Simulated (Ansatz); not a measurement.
`C[N](C)[MgH]` + CH₃SH → `C[S][MgH]` + `CNC` at 600 K and 1 bar (ligand exchange at a Mg–N bond).

Computed with Ansatz on PBE0-D4/def2-TZVP structures; ΔE is electronic, products minus reactants. CCSD(T)/CBS is the MP2 limit (def2-TZVPP, def2-QZVPP) plus CCSD(T) − MP2 in def2-TZVPP, frozen cores. This one scheme is used for every species. For Mg outer-core shells are correlated without core-valence functions, which leaves a few kJ/mol of doubt a bond.

| species | CCSD(T)/CBS energy (Eh) | H − E (kJ/mol) | S (J/(mol·K)) |
| --- | --- | --- | --- |
| `C[N](C)[MgH]` | -334.89311 | 282.1 | 402.7 |
| CH₃SH | -438.22835 | 152.3 | 296.8 |
| `C[S][MgH]` | -638.14397 | 159.7 | 377.0 |
| `CNC` | -135.00321 | 284.6 | 333.5 |

H − E and S are ideal-gas, rigid-rotor, harmonic terms from PBE0-D4/def2-TZVP. 1 Eh = 2625.50 kJ/mol, R = 8.31446 J/(mol·K).

Q: By hand: ΔE, ΔH, ΔS and ΔG.

A: ΔE = (-638.14397) + (-135.00321) − (-334.89311) − (-438.22835) = -0.02572 Eh = -67.5 kJ/mol. Δ(H − E) = 159.7 + 284.6 − 282.1 − 152.3 = 9.9, so ΔH = -57.6 kJ/mol. ΔS = 377.0 + 333.5 − 402.7 − 296.8 = 11.0 J/(mol·K). ΔG = -57.6 − 600 × (11.0)/1000 = -64.2 kJ/mol.

Q: By hand: the equilibrium constant, and the temperature at which ΔG would vanish if ΔH and ΔS stayed fixed.

A: log₁₀ K = −ΔG/(RT ln 10) = 5.6. ΔH and −TΔS have one sign here, so there is no such temperature.

The number of gas molecules stays the same, so ΔS is small and ΔH decides. A doubt of 5 kJ/mol in ΔE shifts log₁₀ K by 0.4 here. These are equilibria of isolated gas molecules and say nothing of rates. Largest T1 diagnostic: 0.010 (customary marks: 0.02 for closed shells, 0.045 for open ones).
